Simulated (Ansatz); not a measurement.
Coupled-cluster run, CH₇NSi₂, SMILES `[SiH3]/C=N\[SiH3]`.

```yaml
crystal:
  periodic: [false, false, false]
  atoms:
    - {symbol: Si, position_ang: [-0.637299, 1.570006, -0.067303]}
    - {symbol: C, position_ang: [-1.245074, -0.215443, 0.236520]}
    - {symbol: N, position_ang: [-0.535785, -1.262772, 0.235207]}
    - {symbol: Si, position_ang: [1.181502, -1.426422, -0.034624]}
    - {symbol: H, position_ang: [-0.042485, 1.652595, -1.426959]}
    - {symbol: H, position_ang: [-1.772199, 2.521370, 0.048333]}
    - {symbol: H, position_ang: [0.409394, 1.901818, 0.934286]}
    - {symbol: H, position_ang: [-2.323244, -0.345959, 0.431064]}
    - {symbol: H, position_ang: [1.951749, -0.655483, 0.981025]}
    - {symbol: H, position_ang: [1.548167, -0.935712, -1.392572]}
    - {symbol: H, position_ang: [1.530575, -2.860997, 0.075522]}
basis:
  gaussian: {orbitals: def2-SVP}
correlation: {method: ccsd_t}
```

```sh
$ ansatz run in.yaml --threads 2 --pin off --events-out ev --progress --plain --max-ram 4352MiB
```

Output of Ansatz, abridged:

```
Functional definition: HF
979 factors; integrals over basis functions are off by at most 1.2e-3 eV
mean field evaluation 1: about -18337.0628 eV, gradient 2.9e1 eV
mean field evaluation 2: about -18337.0656 eV, gradient 2.9e1 eV
mean field evaluation 4: about -18339.6396 eV, gradient 4.1e0 eV
mean field evaluation 8: about -18339.7106 eV, gradient 9.8e-4 eV
mean field -18339.71060118 eV, -673.9719334911 hartree, gradient 1.9e-6 eV, S^2 0.000000; 0 other end points of the search recorded, 0 dependent functions left out
12 core orbitals not correlated: weight in the atoms' cores, before any rotation towards them, 1.000 or more for the frozen orbitals, at most 0.000 for the correlated occupied ones
reference -18339.71060118 eV, -673.9719334911 hartree; 12, 12 occupied and 75, 75 virtual orbitals, 979 factors
second order -13.47931456 eV of doubles, -0.00000000 eV of singles
cycle   1  -14.42353473 eV  change   -9.4e-1 eV  update   1.0e-1
cycle   2  -14.97443193 eV  change   -5.5e-1 eV  update   3.3e-2
cycle   3  -15.08033872 eV  change   -1.1e-1 eV  update   1.6e-2
cycle   4  -15.07570098 eV  change    4.6e-3 eV  update   4.5e-3
cycle   5  -15.07619976 eV  change   -5.0e-4 eV  update   1.9e-3
cycle   6  -15.07620354 eV  change   -3.8e-6 eV  update   5.0e-4
cycle   7  -15.07601897 eV  change    1.8e-4 eV  update   1.9e-4
cycle   8  -15.07605597 eV  change   -3.7e-5 eV  update   7.1e-5
cycle   9  -15.07605448 eV  change    1.5e-6 eV  update   2.2e-5
perturbative correction -0.49112936 eV, -0.0180486712 hartree
Total energy: -18355.27778502 eV, -674.5440169455 hartree
```

It took 4.4 s on 2 threads of an Arm Neoverse V1 on a shared host, with 0.36 GiB of host memory at the peak.

The correlation energy is -15.567 eV, 3.2 % of it from (T); the T1 diagnostic reads 0.0137.
